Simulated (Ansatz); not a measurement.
Relaxation of BrFH3NSi (7 atoms, charge 0, multiplicity 1), to a largest force component of 0.02 eV/Å in at most 50 steps.

These are results of UKS PBE-D4/def2-SVP (Ansatz), not measurements.

```xyz
7
Properties=species:S:1:pos:R:3:forces:R:3
N -0.081 1.074 -0.005 -4.87 4.84 -1.85
Si 0.376 -0.488 0.182 7.01 -6.63 -1.15
F 0.071 -0.865 1.695 -1.60 -0.06 2.34
Br -0.818 -1.686 -1.144 -2.01 -1.11 -1.23
H -1.040 1.193 0.406 -0.24 1.33 1.09
H -0.281 1.297 -1.009 0.91 0.03 0.29
H 0.887 1.272 0.317 0.80 1.60 0.52
```

Task: Where does it end, and by what steps?

Result: The forces met the threshold. After 10 steps the energy has fallen by 3.079 eV; H7 moved furthest, 0.63 Å.

```tsv
step	energy less start (eV)	largest force component (eV/Å)	accepted
0	0.0000	7.014	yes
1	-1.6757	4.705	yes
2	-2.6497	1.941	yes
3	-2.9609	1.216	yes
4	-2.9767	1.254	yes
5	-3.0474	0.855	yes
6	-3.0617	0.370	yes
7	-3.0779	0.109	yes
8	-3.0788	0.040	yes
9	-3.0791	0.023	yes
10	-3.0791	0.004	yes
```

```xyz
7
Properties=species:S:1:pos:R:3
N -0.013 1.059 -0.062
Si 0.731 -0.906 0.186
F 0.042 -0.882 1.710
Br -1.124 -1.624 -1.094
H -0.968 1.051 0.331
H -0.089 1.316 -1.057
H 0.535 1.783 0.428
```

The run took 19 s on 2 threads of Intel(R) Xeon(R) Platinum 8488C (Sapphire Rapids), on a shared host, peak memory 0.19 GiB.
